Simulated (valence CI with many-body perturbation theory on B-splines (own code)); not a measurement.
La³⁵⁺: E2, M1 decay

Level of theory: valence CI with perturbative core correlation (CI+MBPT): four valence electrons over a frozen Dirac-Fock core [Ar], a basis of 9 s, 9 p, 10 d, 8 f, 5 g, 3 h, 1 i functions for each j, with the one-electron correlation potential Σ1, the two-electron term Σ2, the three-electron term Σ3, Breit, model QED; selected CI, second order for the rest (own B-spline code, finite nucleus).

No measured spectrum was set against this ion. As an estimate, large intervals hold to a few tenths of a per cent, small ones and those within an open d or f shell to about a per cent. Only levels of the ground parity were solved; by the run's estimate the other parity begins above the list, which can be wrong where configurations are misplaced.

Lines 1 to 50 of 120 in falling wavelength, among levels below 974690 cm⁻¹, chosen from the decays that carry over 1 % of a level's rate. Wavelengths and rates use the calculated energies. Electric multipoles are in the length gauge, E1 and E2 with the static RPA response of the core. S is in atomic units (e²a₀⁴ for E2 and M2, e²a₀⁶ for E3), for M1 in squared Bohr magnetons. Weak lines are less certain than strong ones. Lines between different terms over intervals too small for the method are left out, as are lines whose strength nearly cancels. The highest levels of a list are the least certain.

Levels are named by their leading jj configuration (3d3/2^4 stands for four electrons in 3d with j = 3/2), which in mixed levels can hold well under half, so a name can repeat and another be missing. Letters in brackets count levels of one name in rising energy.

```
λ vac (Å)                      Upper                      Lower  Type   A (s⁻¹)  S (a.u.)
     8635        (3d3/2^3 3d5/2) J=4        (3d3/2^3 3d5/2) J=2    E2  1.14e-06  4.41e-04
     7084        (3d3/2^3 3d5/2) J=3        (3d3/2^3 3d5/2) J=4    M1  3.82e+01  3.53e+00
     5872      (3d3/2^2 3d5/2^2) J=6      (3d3/2^2 3d5/2^2) J=5    M1  4.42e+01  4.31e+00
     3892        (3d3/2^3 3d5/2) J=3        (3d3/2^3 3d5/2) J=2    M1  4.30e+02  6.58e+00
     2695  (3d3/2^2 3d5/2^2) J=2 [b]      (3d3/2^2 3d5/2^2) J=1    M1  5.11e+02  1.85e+00
     2501      (3d3/2^2 3d5/2^2) J=5  (3d3/2^2 3d5/2^2) J=4 [a]    M1  6.60e+02  4.21e+00
     2371  (3d3/2^2 3d5/2^2) J=4 [b]      (3d3/2^2 3d5/2^2) J=5    M1  1.78e+02  7.92e-01
     1674        (3d3/2^3 3d5/2) J=2        (3d3/2^3 3d5/2) J=1    M1  6.82e+03  5.93e+00
     1534  (3d3/2^2 3d5/2^2) J=4 [b]  (3d3/2^2 3d5/2^2) J=3 [a]    M1  2.70e+03  3.25e+00
     1486      (3d3/2^2 3d5/2^2) J=1  (3d3/2^2 3d5/2^2) J=0 [a]    M1  4.54e+03  1.66e+00
     1371  (3d3/2^2 3d5/2^2) J=3 [b]  (3d3/2^2 3d5/2^2) J=3 [a]    M1  6.61e+02  4.42e-01
     1283  (3d3/2^2 3d5/2^2) J=2 [b]  (3d3/2^2 3d5/2^2) J=2 [a]    M1  2.99e+03  1.17e+00
     1217  (3d3/2^2 3d5/2^2) J=4 [b]  (3d3/2^2 3d5/2^2) J=4 [a]    M1  6.24e+02  3.76e-01
     1210  (3d3/2^2 3d5/2^2) J=2 [d]  (3d3/2^2 3d5/2^2) J=2 [c]    M1  1.43e+03  4.68e-01
     1187    (3d3/2 3d5/2^3) J=3 [c]    (3d3/2 3d5/2^3) J=2 [a]    M1  5.90e+03  2.56e+00
     1113  (3d3/2^2 3d5/2^2) J=3 [b]  (3d3/2^2 3d5/2^2) J=4 [a]    M1  6.57e+02  2.35e-01
     1107    (3d3/2 3d5/2^3) J=3 [b]    (3d3/2 3d5/2^3) J=3 [a]    M1  3.47e+03  1.22e+00
     1007  (3d3/2^2 3d5/2^2) J=4 [a]        (3d3/2^3 3d5/2) J=3    M1  6.55e+03  2.23e+00
    982.5  (3d3/2^2 3d5/2^2) J=2 [c]      (3d3/2^2 3d5/2^2) J=1    M1  1.66e+03  2.91e-01
    956.9    (3d3/2 3d5/2^3) J=3 [a]  (3d3/2^2 3d5/2^2) J=4 [b]    M1  4.82e+03  1.10e+00
    949.8    (3d3/2 3d5/2^3) J=1 [b]        (3d3/2 3d5/2^3) J=0    M1  4.24e+03  4.04e-01
    924.4    (3d3/2 3d5/2^3) J=2 [b]    (3d3/2 3d5/2^3) J=2 [a]    M1  1.03e+04  1.51e+00
    887.9    (3d3/2 3d5/2^3) J=4 [a]      (3d3/2^2 3d5/2^2) J=5    M1  5.00e+03  1.17e+00
    881.8  (3d3/2^2 3d5/2^2) J=4 [a]        (3d3/2^3 3d5/2) J=4    M1  4.26e+04  9.75e+00
    865.7        (3d3/2^3 3d5/2) J=1              (3d3/2^4) J=0    M1  4.53e+04  3.27e+00
    865.3    (3d3/2 3d5/2^3) J=2 [a]  (3d3/2^2 3d5/2^2) J=2 [c]    M1  1.45e+04  1.74e+00
    860.2  (3d3/2^2 3d5/2^2) J=3 [a]        (3d3/2^3 3d5/2) J=3    M1  3.27e+04  5.41e+00
    822.1    (3d3/2 3d5/2^3) J=1 [b]  (3d3/2^2 3d5/2^2) J=2 [d]    M1  2.70e+04  1.67e+00
    819.7    (3d3/2 3d5/2^3) J=3 [b]  (3d3/2^2 3d5/2^2) J=2 [c]    M1  1.88e+03  2.69e-01
    802.3  (3d3/2^2 3d5/2^2) J=4 [c]  (3d3/2^2 3d5/2^2) J=3 [b]    M1  1.82e+03  3.14e-01
    798.5    (3d3/2 3d5/2^3) J=1 [a]  (3d3/2^2 3d5/2^2) J=2 [b]    M1  1.19e+04  6.72e-01
    762.5        (3d3/2 3d5/2^3) J=5  (3d3/2^2 3d5/2^2) J=4 [b]    M1  2.68e+04  4.85e+00
    755.6  (3d3/2^2 3d5/2^2) J=4 [c]  (3d3/2^2 3d5/2^2) J=4 [b]    M1  1.16e+03  1.66e-01
    737.1    (3d3/2 3d5/2^3) J=4 [a]  (3d3/2^2 3d5/2^2) J=3 [a]    M1  9.68e+03  1.29e+00
    728.0  (3d3/2^2 3d5/2^2) J=2 [a]        (3d3/2^3 3d5/2) J=2    M1  2.54e+04  1.82e+00
    712.7    (3d3/2 3d5/2^3) J=3 [c]  (3d3/2^2 3d5/2^2) J=4 [c]    M1  2.35e+04  2.21e+00
    704.5  (3d3/2^2 3d5/2^2) J=3 [a]        (3d3/2^3 3d5/2) J=2    M1  2.61e+04  2.37e+00
    701.1  (3d3/2^2 3d5/2^2) J=2 [c]  (3d3/2^2 3d5/2^2) J=2 [a]    M1  8.36e+03  5.34e-01
    695.8    (3d3/2 3d5/2^3) J=1 [b]    (3d3/2 3d5/2^3) J=1 [a]    M1  5.07e+03  1.90e-01
    678.8  (3d3/2^2 3d5/2^2) J=2 [d]  (3d3/2^2 3d5/2^2) J=2 [b]    M1  1.12e+04  6.49e-01
    676.6  (3d3/2^2 3d5/2^2) J=2 [d]  (3d3/2^2 3d5/2^2) J=3 [b]    M1  9.50e+03  5.45e-01
    658.8  (3d3/2^2 3d5/2^2) J=0 [b]    (3d3/2 3d5/2^3) J=1 [a]    M1  1.26e+04  1.33e-01
    655.3    (3d3/2 3d5/2^3) J=4 [a]  (3d3/2^2 3d5/2^2) J=4 [a]    M1  7.53e+04  7.07e+00
    651.9      (3d3/2^2 3d5/2^2) J=5        (3d3/2^3 3d5/2) J=4    M1  2.88e+04  3.26e+00
    639.9        (3d3/2 3d5/2^3) J=5      (3d3/2^2 3d5/2^2) J=6    M1  1.73e+04  1.84e+00
    616.0    (3d3/2 3d5/2^3) J=1 [a]      (3d3/2^2 3d5/2^2) J=1    M1  4.32e+04  1.12e+00
    612.8    (3d3/2 3d5/2^3) J=2 [b]    (3d3/2 3d5/2^3) J=1 [a]    M1  1.31e+04  5.60e-01
    607.6        (3d3/2 3d5/2^3) J=6      (3d3/2^2 3d5/2^2) J=6    M1  3.44e+04  3.72e+00
    589.2    (3d3/2 3d5/2^3) J=3 [a]  (3d3/2^2 3d5/2^2) J=3 [a]    M1  6.72e+04  3.57e+00
    586.8      (3d3/2^2 3d5/2^2) J=6        (3d3/2^3 3d5/2) J=4    E2  5.95e-01  4.81e-04
```
